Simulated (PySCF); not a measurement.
Compound: C2H8BN.
SMILES: `CBNC`

Computed with EOM-IP-CCSD/aug-cc-pVDZ in PySCF, restricted Hartree–Fock reference, 4 core orbitals frozen, non-relativistic, gas phase, PBE0-D3(BJ)/def2-SVP geometry.

Hartree–Fock orbital energies give these Koopmans values (eV): HOMO 10.68, HOMO-1 12.08, HOMO-2 13.46, HOMO-3 14.34, HOMO-4 14.47, HOMO-5 15.47, HOMO-6 16.08, HOMO-7 17.01.

Problem. What vertical ionisation energies does EOM-IP-CCSD give?

Solution. 
```csv
leading hole (HF orbital),Koopmans (eV),EOM-IP-CCSD (eV),change (eV),one-hole share
HOMO,10.68,9.76,-0.92,0.95
HOMO-1,12.08,11.16,-0.92,0.96
HOMO-2,13.46,12.46,-1.00,0.95
HOMO-3,14.34,13.51,-0.83,0.96
HOMO-4,14.47,13.67,-0.80,0.95
HOMO-5,15.47,14.45,-1.02,0.95
HOMO-6,16.08,15.01,-1.07,0.95
HOMO-7,17.01,15.66,-1.35,0.95
```

Problem. Does the order of the lines follow the orbital energies?

Solution. Yes, no two lines change places. The corrections run from -1.35 to -0.80 eV, with a mean of -0.99 eV over the 8 lines; no line lies above its Koopmans value. Koopmans values leave out both the relaxation of the orbitals and the change in correlation energy.

Problem. At what kinetic energies would He I light (21.22 eV) eject these electrons?

Solution. 11.46 eV (HOMO), 10.06 eV (HOMO-1), 8.76 eV (HOMO-2), 7.71 eV (HOMO-3), 7.55 eV (HOMO-4), 6.77 eV (HOMO-5), 6.21 eV (HOMO-6), 5.56 eV (HOMO-7).

One root was sought for each valence orbital with −ε under 21 eV, eight at most, so deeper holes and satellites are missing; no vibrational structure.

Conformer computed: `[CH3:1][BH:2][NH:3][CH3:4]`: C1–B2–N3–C4 180°.

One conformer stands for the species.
